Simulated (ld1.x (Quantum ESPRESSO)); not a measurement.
**Scattering properties, RRKJ potential for iron**

* Element: Fe (Z = 26)
* Generator: ld1.x (Quantum ESPRESSO) 7.5
* Type: norm-conserving RRKJ (Kleinman–Bylander form)
* Functional: BLYP
* Relativity: scalar-relativistic
* Frozen core: [Ar]
* Valence charge: 8
* Reference configuration: 3d6 4s2 4p0
* Partial waves: 4p (bound, empty): rc 2.25 bohr; 3d (bound): rc 0.80 bohr; 4s (bound): rc 1.80 bohr
* Local potential: the s channel
* Core correction: none
* rho0: 0.01

The phase is arctan(r·u′/u) with u = r·R(r), unwrapped; energies in Ry, scanned from -3 to 5 Ry. A pole is an energy at which the radial function vanishes at the test radius. The pseudo phase is shifted by a multiple of π to meet the all-electron one at the reference energy, and phase errors are pseudo minus all-electron; the curves can meet again beyond the range given. Levels narrower than the energy grid can be missing from the lists of poles.

Q: For each channel, where are the poles, and over which energies does the pseudopotential scatter like the atom?

A:

```
channel  radius (bohr)  reference energy (Ry)  poles, all-electron  poles, pseudo  unbroken range about the reference energy with phases within 0.05 rad  phase error 1 Ry above the reference energy (rad)
      s           2.46                  -0.38                 1.99           1.73                                                              below 2.3                                             -0.012
      p           2.46                  -0.09                 3.05           3.09                                                        the whole range                                             -0.004
      d           2.46                  -0.54          -0.38, 4.84          -0.37                                                              below 0.6                                             +0.041
```

Phases in the s channel:

```csv
E (Ry),all-electron,pseudo
-3.00,1.286,1.283
-2.76,1.268,1.265
-2.52,1.247,1.244
-2.28,1.221,1.217
-2.04,1.188,1.184
-1.80,1.146,1.142
-1.56,1.089,1.085
-1.32,1.009,1.005
-1.08,0.890,0.886
-0.84,0.698,0.695
-0.60,0.374,0.373
-0.36,-0.119,-0.119
-0.12,-0.623,-0.626
0.12,-0.963,-0.969
0.36,-1.165,-1.174
0.60,-1.291,-1.303
0.84,-1.375,-1.390
1.08,-1.436,-1.453
1.32,-1.482,-1.503
1.56,-1.519,-1.544
1.80,-1.550,-1.581
2.04,-1.576,-1.615
2.28,-1.600,-1.649
2.52,-1.622,-1.686
2.76,-1.643,-1.728
3.00,-1.664,-1.783
3.24,-1.684,-1.862
3.48,-1.706,-1.998
3.72,-1.729,-2.297
3.96,-1.755,-3.089
4.20,-1.785,-3.971
4.44,-1.820,-4.316
4.68,-1.863,-4.464
4.92,-1.918,-4.546
```
